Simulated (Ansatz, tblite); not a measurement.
Removing an electron: cyclo-(F2SiSe)3 (Si3Se3F6). Total charge 0; singlet. Geometry: PBE-D4/def2-SVP. Ansatz, gas phase; energy differences of separate SCF runs; the oxidised species was run as a doublet alone.

Cartesian coordinates in Å:
```
Si -0.7784 -1.0890 -1.4237
F -1.4522 -2.2162 -2.3755
F -0.4922 0.2393 -2.3093
Se 1.1853 -2.0025 -0.7124
Si 1.9064 -0.1514 0.4057
F 3.3947 -0.5247 0.9310
F 2.0115 1.1113 -0.6067
Se 0.7414 0.4314 2.2766
Si -1.1672 1.0296 1.1830
F -2.1533 1.6071 2.3339
F -0.8572 2.2135 0.1187
Se -2.3388 -0.6484 0.1787
```

The xTB rows come from tblite. Single mean-field runs in def2-TZVP are fitted with def2-universal-jkfit.

Question: Estimate orbital energies and vertical ionisation energies at: GFN1-xTB; GFN2-xTB; PBE0-D4/def2-TZVP; r2SCAN0-D4/def2-TZVP.

Answer: 
```tsv
level	−HOMO (eV)	vertical IE (eV)	−LUMO (eV)	HOMO–LUMO gap (eV)
GFN1-xTB	10.84	13.39	4.79	6.04
GFN2-xTB	11.43	13.53	7.47	3.96
PBE0-D4/def2-TZVP	8.14	9.83	2.00	6.14
r2SCAN0-D4/def2-TZVP	8.35	9.98	1.90	6.46
```

Run but left out: PBE-D4/def2-TZVP (charge +1 doublet: an occupied level 0.18 eV above an empty one).  Raw xTB energy differences between charge states are shifted by several eV; the methods need an empirical correction for them.
